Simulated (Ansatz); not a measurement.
The inner images of a band of GeH4O (6 atoms, charge 0, multiplicity 1) are given out of order.

These are results of RKS B3LYP-D4/def2-SVP in Ansatz, not measurements.

Initial state:

```xyz
6
Properties=species:S:1:pos:R:3
Ge 0.210 -0.046 0.131
H 0.102 0.050 1.671
H 1.669 0.091 -0.327
O -0.627 1.335 -0.646
H -1.575 1.349 -0.464
H -0.399 -1.386 -0.347
```

Final state:

```xyz
6
Properties=species:S:1:pos:R:3
Ge 0.045 -0.149 -1.130
H 1.131 -0.202 1.499
H 1.679 0.163 1.112
O -0.953 1.343 -0.996
H -1.701 1.283 -0.385
H -0.819 -1.045 -0.082
```

**Question.** Put them in order from the first end to the last, with their energies above the first end.
A.
```xyz
6
Properties=species:S:1:pos:R:3
Ge 0.200 -0.067 0.040
H 0.093 0.073 1.563
H 1.705 0.130 -0.171
O -0.702 1.249 -0.785
H -1.508 1.440 -0.285
H -0.407 -1.433 -0.344
```
B.
```xyz
6
Properties=species:S:1:pos:R:3
Ge 0.299 -0.084 -0.525
H 0.409 -0.047 1.254
H 1.464 0.192 0.478
O -0.764 1.338 -0.804
H -1.527 1.357 -0.212
H -0.499 -1.362 -0.173
```
C.
```xyz
6
Properties=species:S:1:pos:R:3
Ge 0.225 -0.146 -0.988
H 0.757 -0.047 1.264
H 1.375 0.172 0.850
O -0.791 1.330 -0.803
H -1.554 1.283 -0.213
H -0.632 -1.200 -0.093
```
D.
```xyz
6
Properties=species:S:1:pos:R:3
Ge 0.311 -0.105 -0.750
H 0.593 -0.026 1.209
H 1.316 0.164 0.680
O -0.768 1.338 -0.780
H -1.545 1.345 -0.209
H -0.527 -1.323 -0.133
```
E.
```xyz
6
Properties=species:S:1:pos:R:3
Ge 0.242 -0.077 -0.298
H 0.297 -0.017 1.306
H 1.602 0.190 0.293
O -0.752 1.317 -0.834
H -1.507 1.379 -0.228
H -0.502 -1.400 -0.221
```
F.
```xyz
6
Properties=species:S:1:pos:R:3
Ge 0.112 -0.170 -1.103
H 0.944 -0.113 1.377
H 1.530 0.190 0.987
O -0.863 1.329 -0.895
H -1.589 1.260 -0.259
H -0.752 -1.103 -0.088
```
G.
```xyz
6
Properties=species:S:1:pos:R:3
Ge 0.205 -0.068 -0.105
H 0.199 0.029 1.419
H 1.693 0.169 0.068
O -0.736 1.280 -0.832
H -1.499 1.408 -0.248
H -0.481 -1.425 -0.285
```

**Answer.** A (+0.09 eV), G (+0.69 eV), E (+1.80 eV), B (+2.49 eV), D (+1.68 eV), C (+1.15 eV), F (+1.08 eV).

The run took 3.5 min on 1 thread of Arm Neoverse V1 (shared host), peak memory 0.13 GiB.
